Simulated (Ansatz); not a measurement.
```yaml
crystal:
  periodic: [false, false, false]
  atoms:
    - {symbol: C, position_ang: [0.964439, 2.082333, -1.348445]}
    - {symbol: C, position_ang: [0.258915, 1.321866, -0.734123]}
    - {symbol: Ge, position_ang: [-0.831675, 0.098435, 0.238360]}
    - {symbol: C, position_ang: [0.213784, -1.490434, 0.655577]}
    - {symbol: H, position_ang: [1.585494, 2.757044, -1.891613]}
    - {symbol: H, position_ang: [-1.306591, 0.807967, 1.516550]}
    - {symbol: H, position_ang: [-2.046814, -0.244869, -0.638187]}
    - {symbol: H, position_ang: [-0.393929, -2.204806, 1.212316]}
    - {symbol: H, position_ang: [1.080631, -1.217777, 1.257820]}
    - {symbol: H, position_ang: [0.558946, -1.960960, -0.265253]}
basis:
  gaussian: {orbitals: aug-cc-pVDZ}
total_charge: -1
magnetization: {spin_polarized: true, initial_magnetization: 1}
hamiltonian: {xc: {name: B97M-V}}
output: {forces: true}
```

```sh
$ ansatz run in.yaml --threads 4 --pin off --events-out ev --progress --plain --max-ram 10444MiB
```

Output, abridged:

```
Functional definition: B97M-V
1519 factors; their error is unknown
mean field evaluation 1: about -59701.2570 eV, gradient 4.4e1 eV
mean field evaluation 2: about -59570.8937 eV, gradient 9.6e1 eV
mean field evaluation 4: about -59712.7125 eV, gradient 8.0e0 eV
mean field evaluation 8: about -59712.7137 eV, gradient 8.0e0 eV
mean field evaluation 16: about -59713.8589 eV, gradient 1.8e-2 eV
mean field evaluation 32: about -59713.1595 eV, gradient 4.7e-1 eV
mean field evaluation 64: about -59713.4262 eV, gradient 3.7e-1 eV
mean field -59713.81390469 eV, -2194.4421855204 hartree, gradient 4.4e-5 eV, S^2 0.752618; 4 other end points of the search recorded, 0 dependent functions left out
reference -59713.81397064 eV, -2194.4421879442 hartree; 29, 28 occupied and 130, 131 virtual orbitals, 1519 factors
Total energy: -59713.81397064 eV, -2194.4421879442 hartree
Atom 0 at     0.964439     2.082333    -1.348445 Å, force     0.845170     1.027384    -0.792350 eV/Å
Atom 1 at     0.258915     1.321866    -0.734123 Å, force    -0.766383    -0.971740     0.738223 eV/Å
Atom 2 at    -0.831675     0.098435     0.238360 Å, force     0.126778    -0.019651    -0.033822 eV/Å
Atom 3 at     0.213784    -1.490434     0.655577 Å, force    -0.146209     0.175589    -0.035559 eV/Å
Atom 4 at     1.585494     2.757044    -1.891613 Å, force     0.010756     0.017407    -0.012355 eV/Å
Atom 5 at    -1.306591     0.807967     1.516550 Å, force    -0.054607     0.040588     0.129933 eV/Å
Atom 6 at    -2.046814    -0.244869    -0.638187 Å, force    -0.120916    -0.053820    -0.063250 eV/Å
Atom 7 at    -0.393929    -2.204806     1.212316 Å, force    -0.093082    -0.149259     0.104794 eV/Å
Atom 8 at     1.080631    -1.217777     1.257820 Å, force     0.139302     0.023769     0.098931 eV/Å
Atom 9 at     0.558946    -1.960960    -0.265253 Å, force     0.059191    -0.090268    -0.134546 eV/Å
Dipole moment:    -0.340385    -0.103252     0.167549 e Å
```

It took 70 s on 4 threads of an Arm Neoverse V1 on a shared host, with 0.75 GiB of host memory at the peak.
